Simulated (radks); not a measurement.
Problem. Excited configurations of neutral beryllium: one electron is placed in a higher orbital outside [He] 2s1. The ground configuration is [He] 2s2. Calculated with a radial shooting solver on a logarithmic mesh with Libxc functionals: scalar-relativistic Kohn-Sham, PBE, spin-polarised, spherical densities, finite nucleus; open shells are filled with parallel spins first; Fermi nuclear charge, rms radius 2.519 fm. Excitation = E - E(ground); binding = E(ion) - E, where the ion is the core of charge +1; n* = 1/sqrt(2 binding) in atomic units, and the quantum defect is n - n*.

| outer orbital | excitation (eV) | binding (eV) | n* | quantum defect | eigenvalue (eV) | <r> (bohr) |
|---|---|---|---|---|---|---|
| 3p | 6.666 | 2.332 | 2.415 | 0.585 | -1.312 | 8.493 |
| 3d | 7.260 | 1.738 | 2.798 | 0.202 | -0.783 | 9.337 |
| 4p | 7.693 | 1.305 | 3.229 | 0.771 | -0.795 | 16.49 |
| 4f | 8.033 | 0.965 | 3.754 | 0.246 | -0.481 | 16.73 |
| 5p | 8.161 | 0.838 | 4.030 | 0.970 | -0.547 | 26.69 |

Estimate the row for 2p.

Solution. excitation (eV) 2.442; binding (eV) 6.557; n* 1.441; quantum defect 0.559; eigenvalue (eV) -3.034; <r> (bohr) 2.940. The Delta-SCF ionisation energy is 8.998 eV (NIST Atomic Spectra Database: 9.323 eV, measured). Self-interaction in the functional shifts the binding energies and quantum defects, so they are the method's values and not measured ones.
